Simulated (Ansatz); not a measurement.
Gas-phase electronic energies from Ansatz, PBE0-D4/def2-TZVP geometries. CCSD(T)/CBS is the MP2 limit (def2-TZVPP, def2-QZVPP) plus CCSD(T) − MP2 in def2-TZVPP, frozen cores. Double bonds are as drawn, so ΔE can hold a change between cis and trans. Functionals use def2-TZVPP. B3LYP here is the variant with VWN-RPA as its local correlation; programs differ in this. One conformer a species, not always the lowest.

Consider the isomerisation: `B/C=C/CC` → `B/C(C)=C/C`.

`B/C=C/CC`:

Z-matrix (Å, degrees):
```
C
C 1 1.527
C 1 1.486 2 112.1
H 1 1.098 2 108.7 3 119.8
H 1 1.093 2 110.6 3 -123.0
H 2 1.092 1 110.9 3 62.1
H 2 1.092 1 110.8 3 -177.8
H 2 1.093 1 111.1 3 -57.8
C 3 1.344 1 126.5 2 -122.1
H 3 1.091 1 115.6 2 57.1
B 9 1.526 3 120.8 1 179.5
H 9 1.090 3 117.2 1 -0.5
H 11 1.200 9 118.9 3 -0.2
H 11 1.198 9 122.0 3 179.9
```

`B/C(C)=C/C`:

```xyz
14

B     0.738    0.958    1.752
C     0.092    0.373    0.496
C    -1.173    0.925   -0.103
C     0.710   -0.684   -0.074
C     0.240   -1.391   -1.296
H     0.260    1.896    2.326
H     1.748    0.468    2.175
H    -1.966    0.169   -0.136
H    -1.547    1.774    0.470
H    -1.019    1.259   -1.134
H     1.621   -1.047    0.394
H     0.172   -0.699   -2.143
H    -0.771   -1.788   -1.150
H     0.895   -2.214   -1.578
```

```
             level  ΔE (kJ/mol)
         r2SCAN-D4         -2.7
          B3LYP-D4         -1.2
              PBE0         -0.6
             B3LYP          2.1
    MP2/def2-TZVPP         -1.6
SCS-MP2/def2-QZVPP          1.0
     MP2/CBS(def2)         -1.8
    CCSD/CBS(def2)          1.9
```

Problem. What does CCSD(T)/CBS give? (Estimate.)

Solution. The calculation gave: 0.0 kJ/mol. The listed levels differ from it by -2.7, -1.2, -0.6, 2.1, -1.6, 1.0, -1.8, 1.9 kJ/mol.

Largest T1 diagnostic among the species: 0.010.

In def2-TZVPP, CCSD(T) changes the Hartree–Fock value by −10.5 kJ/mol (the triples alone add −1.8 kJ/mol) and MP2 by −12.4 kJ/mol. The D4 term adds −3.3 kJ/mol with B3LYP and −1.7 kJ/mol with PBE0; it sums over pairs of atoms, weighted by their polarisabilities, and B3LYP, whose exchange is more repulsive, gets the larger term.
